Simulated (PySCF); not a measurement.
**Radial density of Tl²⁺ (thallium, charge +2)**

M06-L, [Xe] 4f14 5d10 6s1, 2S determinant. All numbers are calculated (PySCF 2.14, scalar relativity through the core potential, in def2-TZVP with the def2 core potential (60 electrons) (6s5p3d2f, 50 functions)). This is the valence pseudo-density: the core potential removes the inner electrons and smooths the orbitals near the nucleus.

```tsv
r (bohr)	4πr²ρ (e/bohr)	4πr²(ρα − ρβ)
0.0282	1.364e-05	0.0000
0.0474	2.170e-05	0.0000
0.0798	5.644e-05	0.0000
0.134	0.0004557	0.0000
0.226	0.008656	0.0001
0.380	0.3798	0.0095
0.639	9.331	0.1310
1.07	18.34	-0.0591
1.81	5.076	0.5951
3.04	0.4919	0.2641
5.11	0.004550	0.0039
```

Energies and moments cover only the electrons outside the core potential. Spin-orbit coupling, which splits the p, d and f shells strongly at this Z, is absent.

Question: Where is the radial spin density 4πr²(ρα − ρβ) most negative, and why is it negative at all?

Answer: Around r = 1.07 bohr, down to -0.0591 e/bohr: exchange with the open shell polarises the paired shells in an unrestricted calculation.
